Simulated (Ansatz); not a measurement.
SiSe2⁺ (the lowest doublet isomer of a short search), 3 atoms. Hardware: 4 threads of Arm Neoverse V2 on a shared host.

The 6-31G sets use Cartesian d functions. Correlated methods freeze 23 core orbitals; core or outer-core shells of Se are correlated, in sets that lack core-valence functions.

Question: How many basis functions does each of these Ansatz runs have, and roughly what does it cost? PBE0-D4/def2-SVP, charge 1 doublet, energy, from earlier orbitals; RPA@PBE/def2-TZVP, charge 1 quartet, energy, from earlier orbitals; B2PLYP/def2-TZVP, charge 1 doublet, energy, from earlier orbitals; PBE0-D4/def2-TZVP, charge 1 doublet, energy, from earlier orbitals; r2SCAN-D4/def2-TZVP, charge 1 doublet, relaxation, 2 steps; LC-ωPBE/def2-TZVP, charge 1 doublet, energy, from earlier orbitals; PBE with 5 % exact exchange/def2-TZVP, charge 1 quartet, energy, from earlier orbitals; PBE with 10 % exact exchange/def2-TZVP, charge 1 quartet, energy, from earlier orbitals; B97M-V/def2-TZVP, charge 1 doublet, energy, from earlier orbitals; HF/6-31G, charge 1 doublet, energy; B97M-V/def2-TZVP, charge 1 quartet, energy, from earlier orbitals; PBE with 15 % exact exchange/def2-TZVP, charge 1 quartet, energy, from earlier orbitals.

Answer: Other jobs shared the machine, so times can vary by a factor of up to 3. A dash marks memory too small to be measured apart from the calling script's.

```
                                                                                    run  functions  fitting or Cholesky vectors  wall time  peak host memory (GiB)
                                                     HF/6-31G, charge 1 doublet, energy         71                          647     0.76 s                       –
                      PBE0-D4/def2-SVP, charge 1 doublet, energy, from earlier orbitals         82                          780      1.5 s                       –
                     RPA@PBE/def2-TZVP, charge 1 quartet, energy, from earlier orbitals        133                          879      2.9 s                       –
                     LC-ωPBE/def2-TZVP, charge 1 doublet, energy, from earlier orbitals        133                         1026        3 s                       –
PBE with 10 % exact exchange/def2-TZVP, charge 1 quartet, energy, from earlier orbitals        133                          879      3.4 s                       –
 PBE with 5 % exact exchange/def2-TZVP, charge 1 quartet, energy, from earlier orbitals        133                          879      3.5 s                       –
PBE with 15 % exact exchange/def2-TZVP, charge 1 quartet, energy, from earlier orbitals        133                          879      3.5 s                       –
                     PBE0-D4/def2-TZVP, charge 1 doublet, energy, from earlier orbitals        133                          878        4 s                       –
                      B2PLYP/def2-TZVP, charge 1 doublet, energy, from earlier orbitals        133                          878      4.2 s                       –
                             r2SCAN-D4/def2-TZVP, charge 1 doublet, relaxation, 2 steps        133                         1026      5.5 s                       –
                      B97M-V/def2-TZVP, charge 1 doublet, energy, from earlier orbitals        133                         1026      7.5 s                       –
                      B97M-V/def2-TZVP, charge 1 quartet, energy, from earlier orbitals        133                         1026      7.5 s                       –
```
